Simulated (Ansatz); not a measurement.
Ansatz (an electronic-structure program) input (X2C-CCSD(T)/cc-pVTZ-DK):

Ansatz 0.2 input:
```yaml
crystal:
  periodic: [false, false, false]
  atoms:
    - {symbol: Si, position_ang: [-0.79155358, -0.16882426, -0.21324559]}
    - {symbol: C, position_ang: [-1.82729973, 1.16366459, -1.02259100]}
    - {symbol: C, position_ang: [-1.67768286, -0.85159145, 1.28723229]}
    - {symbol: N, position_ang: [0.77406011, 0.46965393, 0.21546374]}
    - {symbol: Si, position_ang: [2.33641140, -0.19715231, -0.11535632]}
    - {symbol: H, position_ang: [-0.52459944, -1.27086284, -1.16978132]}
    - {symbol: H, position_ang: [-2.81018615, 0.77855923, -1.30372869]}
    - {symbol: H, position_ang: [-1.34239658, 1.54690150, -1.92208293]}
    - {symbol: H, position_ang: [-1.98656754, 2.00366286, -0.34109733]}
    - {symbol: H, position_ang: [-2.64192911, -1.28561124, 1.01099131]}
    - {symbol: H, position_ang: [-1.08105650, -1.62869561, 1.76855676]}
    - {symbol: H, position_ang: [-1.86322839, -0.06631864, 2.02433245]}
    - {symbol: H, position_ang: [0.77868666, 1.39227683, 0.63111574]}
    - {symbol: H, position_ang: [3.26443058, 0.17117832, 0.99527431]}
    - {symbol: H, position_ang: [2.19031186, -1.67743501, -0.18924730]}
basis:
  gaussian:
    orbitals: cc-pVTZ-DK
magnetization: {spin_polarized: true, initial_magnetization: 1}
correlation: {method: ccsd_t, electrons: outside_noble_gas}
```

Output:

```
Functional definition: HF
integrals: 4.39 GiB planned
1670 factors; integrals over basis functions are off by at most 1.2e-3 eV
1.67 GiB of device memory are held for the factors and their scratch space
mean field: 1.77 GiB planned
mean field evaluation 1: about -19457.7971 eV, gradient 3.1e1 eV
mean field evaluation 2: about -19457.8121 eV, gradient 3.1e1 eV
mean field evaluation 4: about -19462.7952 eV, gradient 3.8e0 eV
mean field evaluation 8: about -19462.9173 eV, gradient 1.4e-1 eV
mean field evaluation 16: about -19462.8823 eV, gradient 1.2e0 eV
mean field -19462.91785421 eV, -715.2490387028 hartree, gradient 2.0e-6 eV, S^2 0.755844; 0 other end points of the search recorded, 0 dependent functions left out
13 core orbitals not correlated
reference -19462.91785421 eV, -715.2490387028 hartree; 16, 15 occupied and 269, 270 virtual orbitals, 1670 factors
second order -21.77216613 eV of doubles, -0.00000000 eV of singles
coupled cluster: 29.66 GiB planned
cycle   1  -22.80780657 eV  change    -1.0e0 eV  update   1.0e-1
cycle   2  -23.40425030 eV  change   -6.0e-1 eV  update   3.1e-2
cycle   3  -23.50644716 eV  change   -1.0e-1 eV  update   1.5e-2
cycle   4  -23.49951855 eV  change    6.9e-3 eV  update   5.6e-3
cycle   5  -23.49946055 eV  change    5.8e-5 eV  update   3.2e-3
cycle   6  -23.49975523 eV  change   -2.9e-4 eV  update   1.3e-3
cycle   7  -23.49991619 eV  change   -1.6e-4 eV  update   4.8e-4
cycle   8  -23.50014102 eV  change   -2.2e-4 eV  update   1.7e-4
cycle   9  -23.50014558 eV  change   -4.6e-6 eV  update   5.9e-5
cycle  10  -23.50011445 eV  change    3.1e-5 eV  update   2.5e-5
perturbative correction -0.90184381 eV, -0.0331421486 hartree
Total energy: -19487.31981247 eV, -716.1457941284 hartree
Relativity: scalar
```

It need not be the lowest isomer of its formula.
